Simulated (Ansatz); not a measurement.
C₂H₃O, doublet, geometry from GFN2-xTB; LC-WPBE/def2-SVP (Ansatz, a quantum-chemistry and plane-wave program).

Ansatz was given this input:
Ansatz 0.2 input:
```yaml
crystal:
  periodic: [false, false, false]
  atoms:
    - {symbol: C, position_ang: [-1.15352607, 0.22703967, 0.00118414]}
    - {symbol: C, position_ang: [0.25306895, 0.32812931, -0.01895806]}
    - {symbol: O, position_ang: [1.01761989, -0.63034413, 0.02023200]}
    - {symbol: H, position_ang: [-1.61606621, -0.74411792, 0.05421038]}
    - {symbol: H, position_ang: [-1.77848140, 1.10068084, -0.03531154]}
    - {symbol: H, position_ang: [0.65633126, 1.35517621, -0.07411131]}
basis:
  gaussian:
    orbitals: def2-SVP
hamiltonian:
  xc: lc_wpbe
magnetization: {spin_polarized: true, initial_magnetization: 1}
```

It wrote (shortened):

```
Functional definition: LC-wPBE
633 factors; their error is unknown
185 factors; integrals over basis functions are off by at most 1.9e-5 eV
mean field evaluation 1: about -4159.3798 eV, gradient 2.6e1 eV
mean field evaluation 2: about -4158.5308 eV, gradient 3.3e1 eV
mean field evaluation 4: about -4162.1525 eV, gradient 1.3e0 eV
mean field evaluation 8: about -4162.1800 eV, gradient 8.9e-2 eV
mean field evaluation 16: about -4162.1505 eV, gradient 1.8e-4 eV
mean field -4162.15052897 eV, -152.9562107325 hartree, gradient 6.9e-5 eV, S^2 0.780904; 1 other end points of the search recorded, 0 dependent functions left out
reference -4162.15052897 eV, -152.9562107327 hartree; 12, 11 occupied and 45, 46 virtual orbitals, 633 factors
Total energy: -4162.15052897 eV, -152.9562107327 hartree
```
